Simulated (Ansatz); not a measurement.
Relaxation of 1-butyl-3-methylimidazolium dicyanamide, `CCCCn1cc[n+](C)c1.N#C[N-]C#N` with RKS r2SCAN-D4/def2-SVP.

```sh
$ ansatz run in.yaml --threads 4 --pin off --events-out ev --progress --plain --max-ram 6963MiB
```

```yaml
crystal:
  periodic: [false, false, false]
  atoms:
    - {symbol: C, position_ang: [-3.986950, -1.252230, 0.702060]}
    - {symbol: C, position_ang: [-2.835970, -0.294370, 0.415590]}
    - {symbol: C, position_ang: [-2.195220, -0.569320, -0.944440]}
    - {symbol: C, position_ang: [-1.057850, 0.403650, -1.266640]}
    - {symbol: N, position_ang: [0.042090, 0.237210, -0.350290]}
    - {symbol: C, position_ang: [0.280220, 0.977110, 0.762100]}
    - {symbol: C, position_ang: [1.410120, 0.486910, 1.344650]}
    - {symbol: N, position_ang: [1.840320, -0.554600, 0.581240]}
    - {symbol: C, position_ang: [3.046970, -1.290340, 0.819770]}
    - {symbol: C, position_ang: [1.003170, -0.678530, -0.443290]}
    - {symbol: H, position_ang: [-4.761420, -1.156510, -0.055150]}
    - {symbol: H, position_ang: [-4.428120, -1.035530, 1.671920]}
    - {symbol: H, position_ang: [-3.638660, -2.282950, 0.706060]}
    - {symbol: H, position_ang: [-3.209160, 0.731330, 0.432670]}
    - {symbol: H, position_ang: [-2.085790, -0.390930, 1.204690]}
    - {symbol: H, position_ang: [-1.817280, -1.594500, -0.969110]}
    - {symbol: H, position_ang: [-2.951710, -0.474850, -1.723980]}
    - {symbol: H, position_ang: [-0.682390, 0.248710, -2.279340]}
    - {symbol: H, position_ang: [-1.390750, 1.439330, -1.197280]}
    - {symbol: H, position_ang: [-0.341130, 1.802780, 1.039290]}
    - {symbol: H, position_ang: [1.949810, 0.814610, 2.208680]}
    - {symbol: H, position_ang: [3.166320, -2.065830, 0.068570]}
    - {symbol: H, position_ang: [3.031740, -1.729030, 1.816340]}
    - {symbol: H, position_ang: [3.888560, -0.557190, 0.756070]}
    - {symbol: H, position_ang: [1.099890, -1.389960, -1.239030]}
    - {symbol: N, position_ang: [4.498360, 1.118970, 0.503870]}
    - {symbol: C, position_ang: [3.863770, 1.787530, -0.209170]}
    - {symbol: N, position_ang: [3.219870, 2.562650, -0.978200]}
    - {symbol: C, position_ang: [2.053400, 2.407880, -1.463430]}
    - {symbol: N, position_ang: [0.987800, 2.298010, -1.914210]}
basis:
  gaussian: {orbitals: def2-SVP}
hamiltonian: {xc: r2scan, dispersion: d4}
scf: {lower_state_search: "off"}
output: {orbitals: {seedname: orbitals}}
relax: {f_tol: 0.03, max_steps: 70}
```

Hardware: 4 threads of AMD EPYC 7R43 on a shared host. Wall time 4.5 min.

Positions (Å) and forces (eV/Å) at steps 1, 2, 3, 4, 5, 6, 7, 8, 9 of 29:

```xyz
30
step=1 energy=-18039.0550 eV
C    -3.987   -1.252    0.702    0.415    0.414    0.021
C    -2.836   -0.294    0.416   -0.270   -0.625   -0.413
C    -2.195   -0.569   -0.944    0.230    0.610    0.576
C    -1.058    0.404   -1.267   -0.733   -0.556   -0.286
N     0.042    0.237   -0.350    0.140   -0.179    0.117
C     0.280    0.977    0.762    0.072    0.151    0.373
C     1.410    0.487    1.345   -0.205    0.336    0.274
N     1.840   -0.555    0.581   -0.177   -0.010   -0.055
C     3.047   -1.290    0.820    0.726   -0.160    0.054
C     1.003   -0.679   -0.443   -0.060   -0.279   -0.375
H    -4.761   -1.157   -0.055   -0.387   -0.010   -0.315
H    -4.428   -1.036    1.672   -0.256    0.007    0.397
H    -3.639   -2.283    0.706    0.094   -0.471    0.013
H    -3.209    0.731    0.433   -0.055    0.461    0.065
H    -2.086   -0.391    1.205    0.259    0.060    0.286
H    -1.817   -1.595   -0.969    0.092   -0.413   -0.109
H    -2.952   -0.475   -1.724   -0.253   -0.009   -0.368
H    -0.682    0.249   -2.279    0.175    0.135   -0.199
H    -1.391    1.439   -1.197    0.069    0.269   -0.062
H    -0.341    1.803    1.039   -0.358    0.514    0.124
H     1.950    0.815    2.209    0.362    0.194    0.496
H     3.166   -2.066    0.069   -0.051   -0.290   -0.251
H     3.032   -1.729    1.816   -0.141   -0.206    0.298
H     3.889   -0.557    0.756   -0.051   -0.152    0.006
H     1.100   -1.390   -1.239    0.067   -0.409   -0.455
N     4.498    1.119    0.504    1.328   -0.929    1.315
C     3.864    1.788   -0.209   -0.358    0.321   -0.368
N     3.220    2.563   -0.978    0.615    1.310   -0.470
C     2.053    2.408   -1.463    0.778   -0.058    0.378
N     0.988    2.298   -1.914   -2.069   -0.027   -1.065
30
step=2 energy=-18039.2757 eV
C    -4.027   -1.266    0.714    0.182    0.151   -0.062
C    -2.871   -0.315    0.420   -0.069   -0.158   -0.124
C    -2.220   -0.573   -0.938    0.073    0.175    0.146
C    -1.066    0.378   -1.261   -0.411   -0.151   -0.107
N     0.035    0.207   -0.329    0.223   -0.001    0.026
C     0.278    0.961    0.785    0.064    0.145    0.193
C     1.412    0.468    1.370   -0.045    0.170    0.114
N     1.837   -0.586    0.601   -0.216    0.097   -0.053
C     3.051   -1.335    0.835    0.554    0.082    0.035
C     0.997   -0.714   -0.429    0.015   -0.156   -0.146
H    -4.812   -1.173   -0.047   -0.130   -0.019   -0.082
H    -4.475   -1.055    1.692   -0.067    0.005    0.104
H    -3.683   -2.309    0.717    0.007   -0.146    0.007
H    -3.228    0.727    0.449   -0.023    0.136    0.041
H    -2.114   -0.409    1.215    0.079    0.021    0.102
H    -1.856   -1.612   -0.983    0.005   -0.130   -0.058
H    -2.970   -0.465   -1.734   -0.079   -0.010   -0.119
H    -0.670    0.233   -2.273    0.063    0.022   -0.068
H    -1.370    1.429   -1.202    0.044    0.116   -0.030
H    -0.338    1.812    1.049   -0.096    0.104    0.011
H     1.972    0.810    2.232    0.115    0.027    0.104
H     3.155   -2.111    0.071   -0.025   -0.066   -0.065
H     3.017   -1.789    1.832   -0.048   -0.074    0.058
H     3.893   -0.596    0.774   -0.130   -0.253    0.018
H     1.097   -1.430   -1.236    0.009   -0.111   -0.095
N     4.544    1.197    0.512   -0.001    0.133   -0.001
C     3.924    1.884   -0.227    0.034   -0.341    0.224
N     3.299    2.678   -1.022    0.286    0.536   -0.177
C     2.131    2.528   -1.548   -0.385   -0.316    0.006
N     1.060    2.427   -2.041   -0.026    0.010   -0.003
30
step=3 energy=-18039.3025 eV
C    -4.028   -1.254    0.703    0.033    0.013   -0.052
C    -2.868   -0.306    0.416    0.020    0.044    0.008
C    -2.211   -0.551   -0.942    0.046   -0.055   -0.013
C    -1.044    0.384   -1.262   -0.294   -0.007   -0.021
N     0.065    0.212   -0.327    0.113   -0.082    0.057
C     0.320    0.979    0.784    0.034    0.037    0.081
C     1.456    0.481    1.368   -0.014    0.059    0.056
N     1.866   -0.590    0.602   -0.092    0.107   -0.027
C     3.075   -1.363    0.839    0.277    0.071    0.016
C     1.020   -0.721   -0.428   -0.069   -0.046    0.001
H    -4.819   -1.158   -0.060    0.014   -0.010    0.026
H    -4.482   -1.050    1.686    0.018    0.000   -0.037
H    -3.690   -2.304    0.702   -0.022    0.028   -0.002
H    -3.217    0.744    0.457    0.000   -0.036    0.013
H    -2.110   -0.405    1.215   -0.010    0.002   -0.006
H    -1.862   -1.601   -1.005   -0.037    0.020   -0.012
H    -2.958   -0.430   -1.747    0.024    0.005    0.013
H    -0.641    0.239   -2.275   -0.013   -0.003    0.037
H    -1.328    1.445   -1.213    0.040   -0.040   -0.015
H    -0.289    1.844    1.039    0.033   -0.083   -0.045
H     2.033    0.829    2.224   -0.010   -0.052   -0.084
H     3.161   -2.140    0.068   -0.013    0.033    0.023
H     3.018   -1.828    1.835    0.000    0.000   -0.055
H     3.927   -0.642    0.786   -0.153   -0.222    0.030
H     1.109   -1.451   -1.232   -0.015    0.041    0.068
N     4.485    1.253    0.560   -0.383    0.508   -0.478
C     3.847    1.905   -0.206    0.156   -0.446    0.374
N     3.202    2.666   -1.032    0.003    0.172   -0.113
C     2.022    2.472   -1.538   -0.458   -0.291   -0.049
N     0.941    2.337   -2.017    0.771    0.233    0.206
30
step=4 energy=-18039.3213 eV
C    -4.040   -1.252    0.700    0.006    0.005   -0.012
C    -2.874   -0.309    0.421    0.004    0.013    0.001
C    -2.219   -0.559   -0.937    0.047   -0.004   -0.007
C    -1.050    0.373   -1.255   -0.153    0.010   -0.053
N     0.063    0.201   -0.321    0.070   -0.066    0.046
C     0.324    0.973    0.786    0.045    0.030    0.044
C     1.462    0.477    1.367   -0.004    0.042    0.012
N     1.868   -0.596    0.603   -0.068    0.077   -0.011
C     3.080   -1.370    0.836    0.162    0.046    0.002
C     1.015   -0.734   -0.420   -0.026   -0.015    0.004
H    -4.829   -1.152   -0.064    0.019   -0.002    0.020
H    -4.496   -1.049    1.682    0.009   -0.005   -0.028
H    -3.708   -2.305    0.698   -0.014    0.028   -0.002
H    -3.219    0.742    0.464    0.004   -0.035    0.002
H    -2.119   -0.414    1.222   -0.013   -0.003   -0.012
H    -1.878   -1.611   -1.002   -0.021    0.028   -0.001
H    -2.965   -0.432   -1.741    0.021    0.006    0.017
H    -0.648    0.224   -2.266    0.003   -0.003    0.016
H    -1.329    1.435   -1.210    0.021   -0.018   -0.001
H    -0.284    1.839    1.040    0.019   -0.053   -0.030
H     2.047    0.829    2.215   -0.001   -0.035   -0.061
H     3.163   -2.144    0.062   -0.004    0.027    0.012
H     3.023   -1.840    1.828    0.004    0.001   -0.038
H     3.933   -0.655    0.785   -0.106   -0.135    0.023
H     1.097   -1.470   -1.219   -0.008    0.029    0.046
N     4.469    1.287    0.580   -0.185    0.253   -0.226
C     3.851    1.937   -0.200   -0.019   -0.252    0.165
N     3.229    2.697   -1.043    0.090    0.191   -0.088
C     2.054    2.504   -1.560   -0.226   -0.256    0.069
N     0.982    2.373   -2.049    0.325    0.097    0.091
30
step=5 energy=-18039.3304 eV
C    -4.040   -1.244    0.687   -0.009   -0.010   -0.005
C    -2.865   -0.311    0.428    0.009    0.009    0.017
C    -2.210   -0.549   -0.931   -0.056   -0.040    0.000
C    -1.039    0.374   -1.238    0.081    0.014    0.003
N     0.077    0.191   -0.302    0.071    0.027    0.016
C     0.367    0.983    0.787   -0.054   -0.045    0.031
C     1.507    0.486    1.361    0.076    0.024   -0.042
N     1.896   -0.600    0.606   -0.158   -0.020   -0.029
C     3.091   -1.406    0.838   -0.058    0.009   -0.009
C     1.021   -0.751   -0.399    0.046   -0.041    0.004
H    -4.823   -1.125   -0.080    0.001    0.002    0.007
H    -4.499   -1.050    1.668   -0.006   -0.006   -0.002
H    -3.719   -2.299    0.671   -0.011   -0.001    0.003
H    -3.199    0.742    0.488    0.007   -0.002   -0.007
H    -2.113   -0.437    1.229    0.006    0.000    0.000
H    -1.885   -1.604   -1.011    0.006    0.020    0.003
H    -2.956   -0.404   -1.732    0.011    0.006    0.001
H    -0.632    0.228   -2.248   -0.010    0.014   -0.005
H    -1.304    1.438   -1.186   -0.015    0.003   -0.018
H    -0.240    1.850    1.034    0.025    0.010    0.002
H     2.126    0.857    2.174   -0.024   -0.020    0.013
H     3.160   -2.163    0.047    0.017   -0.004    0.006
H     3.009   -1.899    1.818    0.010   -0.007   -0.021
H     3.958   -0.722    0.814   -0.026    0.040    0.005
H     1.086   -1.499   -1.186   -0.007   -0.012    0.013
N     4.317    1.340    0.647    0.000    0.064   -0.020
C     3.738    1.975   -0.169    0.120   -0.086    0.084
N     3.170    2.731   -1.051    0.131    0.139    0.006
C     2.021    2.500   -1.606   -0.384   -0.072   -0.202
N     0.980    2.367   -2.156    0.200   -0.018    0.143
30
step=6 energy=-18039.1423 eV rejected
C    -4.072   -1.230    0.684    0.079    0.113    0.036
C    -2.853   -0.329    0.453   -0.153   -0.106   -0.163
C    -2.224   -0.552   -0.921    0.365    0.187   -0.058
C    -1.029    0.361   -1.234   -0.345   -0.112    0.120
N     0.078    0.165   -0.294   -1.154   -0.055   -0.284
C     0.327    0.927    0.828    0.442    0.760   -0.786
C     1.516    0.486    1.333   -0.540   -0.729    0.531
N     1.830   -0.637    0.606    1.788   -0.365    0.451
C     3.085   -1.361    0.793    0.014    0.009    0.140
C     0.980   -0.814   -0.392   -0.451    0.545    0.096
H    -4.847   -1.052   -0.079    0.015    0.018   -0.023
H    -4.536   -1.051    1.666    0.033    0.046    0.031
H    -3.812   -2.301    0.640    0.084    0.060   -0.030
H    -3.138    0.735    0.528   -0.098    0.004    0.083
H    -2.097   -0.495    1.244   -0.045   -0.055   -0.016
H    -1.900   -1.603   -1.017   -0.034   -0.104   -0.040
H    -2.964   -0.381   -1.722   -0.062   -0.033    0.057
H    -0.625    0.211   -2.242    0.015   -0.054   -0.019
H    -1.288    1.428   -1.199    0.006   -0.006    0.067
H    -0.189    1.869    1.013   -0.183   -0.210    0.012
H     2.100    0.787    2.199    0.113    0.114   -0.170
H     3.239   -2.062   -0.037   -0.008    0.101   -0.060
H     3.037   -1.929    1.731    0.071    0.009    0.091
H     3.874   -0.581    0.830    0.052   -0.210   -0.015
H     1.009   -1.614   -1.129    0.012    0.143   -0.065
N     4.316    1.488    0.742    0.294   -0.299    0.371
C     3.806    2.066   -0.149   -0.904    0.626   -1.015
N     3.262    2.760   -1.123   -0.589   -0.597    0.064
C     2.074    2.454   -1.632    3.161    0.587    1.567
N     1.038    2.254   -2.118   -1.976   -0.388   -0.971
30
step=7 energy=-18039.3392 eV
C    -4.051   -1.242    0.691   -0.006    0.000    0.000
C    -2.870   -0.315    0.433   -0.002   -0.003    0.009
C    -2.221   -0.550   -0.928   -0.021   -0.017    0.001
C    -1.049    0.371   -1.239    0.049    0.002    0.005
N     0.069    0.188   -0.305    0.008    0.003    0.018
C     0.358    0.978    0.785   -0.013   -0.031    0.014
C     1.504    0.486    1.351    0.020    0.019   -0.011
N     1.890   -0.600    0.594   -0.051   -0.017   -0.002
C     3.095   -1.393    0.818   -0.039    0.036   -0.020
C     1.012   -0.753   -0.406    0.013   -0.008   -0.013
H    -4.834   -1.113   -0.074   -0.001    0.002    0.004
H    -4.507   -1.050    1.674   -0.005   -0.003    0.000
H    -3.738   -2.299    0.669   -0.005    0.002    0.000
H    -3.197    0.740    0.499   -0.001    0.000   -0.006
H    -2.117   -0.448    1.232    0.006   -0.004   -0.001
H    -1.896   -1.605   -1.012    0.001    0.010    0.000
H    -2.968   -0.402   -1.728   -0.002    0.002    0.004
H    -0.645    0.227   -2.250    0.002    0.008   -0.002
H    -1.315    1.435   -1.186   -0.013    0.007   -0.006
H    -0.248    1.844    1.036    0.022    0.002   -0.006
H     2.123    0.854    2.165   -0.010   -0.010    0.003
H     3.175   -2.146    0.024    0.006    0.009   -0.003
H     3.025   -1.890    1.795    0.013   -0.003   -0.007
H     3.953   -0.695    0.795   -0.014    0.017    0.020
H     1.074   -1.502   -1.192   -0.003   -0.010   -0.004
N     4.333    1.399    0.710   -0.013    0.006   -0.022
C     3.765    2.001   -0.138    0.031    0.011    0.005
N     3.206    2.723   -1.058    0.107    0.038    0.042
C     2.057    2.461   -1.605   -0.150   -0.037   -0.073
N     1.019    2.297   -2.148    0.072   -0.025    0.051
30
step=8 energy=-18039.3455 eV
C    -4.065   -1.243    0.694    0.010    0.007   -0.004
C    -2.878   -0.322    0.439   -0.010   -0.012    0.001
C    -2.234   -0.553   -0.926    0.008    0.012    0.005
C    -1.061    0.371   -1.236   -0.005   -0.011   -0.004
N     0.056    0.187   -0.304   -0.043    0.002   -0.001
C     0.344    0.973    0.788    0.015   -0.007    0.004
C     1.495    0.486    1.347   -0.022    0.017   -0.002
N     1.881   -0.594    0.585    0.084   -0.024    0.023
C     3.101   -1.367    0.797   -0.011    0.000   -0.004
C     1.003   -0.749   -0.414   -0.022    0.007   -0.008
H    -4.849   -1.103   -0.067   -0.006    0.002   -0.003
H    -4.518   -1.054    1.679   -0.002    0.002    0.006
H    -3.760   -2.302    0.665   -0.001   -0.004   -0.002
H    -3.198    0.734    0.510   -0.004    0.007    0.002
H    -2.123   -0.464    1.233    0.001   -0.003    0.004
H    -1.908   -1.606   -1.014    0.000   -0.009   -0.004
H    -2.982   -0.401   -1.723   -0.008   -0.001   -0.005
H    -0.658    0.230   -2.247    0.006    0.001   -0.003
H    -1.331    1.434   -1.181   -0.008    0.010    0.004
H    -0.259    1.841    1.041   -0.010    0.003    0.002
H     2.112    0.849    2.164    0.011    0.007    0.003
H     3.198   -2.106   -0.008    0.002    0.018   -0.008
H     3.042   -1.881    1.766   -0.002   -0.009    0.002
H     3.945   -0.653    0.790   -0.009    0.007    0.005
H     1.066   -1.496   -1.201    0.001   -0.005   -0.015
N     4.357    1.432    0.755   -0.032    0.005   -0.041
C     3.801    2.013   -0.115   -0.026    0.053   -0.039
N     3.247    2.713   -1.059    0.041   -0.041    0.054
C     2.105    2.416   -1.607    0.060   -0.004    0.036
N     1.074    2.215   -2.150   -0.017   -0.030   -0.011
30
step=9 energy=-18039.3512 eV
C    -4.081   -1.245    0.695    0.004    0.005   -0.001
C    -2.888   -0.330    0.446   -0.011   -0.013   -0.002
C    -2.248   -0.552   -0.922    0.010    0.021    0.005
C    -1.076    0.373   -1.228   -0.003   -0.011   -0.012
N     0.042    0.187   -0.297   -0.055   -0.011    0.000
C     0.331    0.970    0.796    0.027    0.020   -0.005
C     1.491    0.491    1.344   -0.030    0.017    0.017
N     1.878   -0.584    0.575    0.106   -0.012   -0.007
C     3.107   -1.345    0.774   -0.004   -0.012    0.011
C     0.996   -0.741   -0.419   -0.029   -0.001   -0.007
H    -4.866   -1.092   -0.063   -0.001    0.000    0.001
H    -4.530   -1.062    1.683   -0.002   -0.001    0.005
H    -3.784   -2.306    0.655    0.000    0.002   -0.002
H    -3.202    0.727    0.527   -0.003    0.002    0.004
H    -2.132   -0.485    1.238   -0.005   -0.002   -0.001
H    -1.922   -1.605   -1.019    0.000   -0.007   -0.003
H    -2.998   -0.394   -1.716   -0.007   -0.002   -0.002
H    -0.671    0.240   -2.240    0.009   -0.002    0.002
H    -1.350    1.435   -1.166   -0.009    0.007    0.010
H    -0.276    1.832    1.057   -0.012    0.000    0.007
H     2.113    0.856    2.156    0.008    0.009    0.003
H     3.220   -2.062   -0.048    0.002    0.035    0.006
H     3.052   -1.884    1.731   -0.005    0.000   -0.017
H     3.941   -0.617    0.790    0.004   -0.008   -0.001
H     1.059   -1.482   -1.211    0.004    0.007   -0.012
N     4.377    1.474    0.802   -0.087    0.030   -0.092
C     3.828    2.036   -0.085   -0.003    0.043   -0.025
N     3.278    2.714   -1.050   -0.108   -0.138    0.032
C     2.160    2.355   -1.620    0.038    0.008   -0.006
N     1.153    2.097   -2.185    0.160    0.012    0.094
```
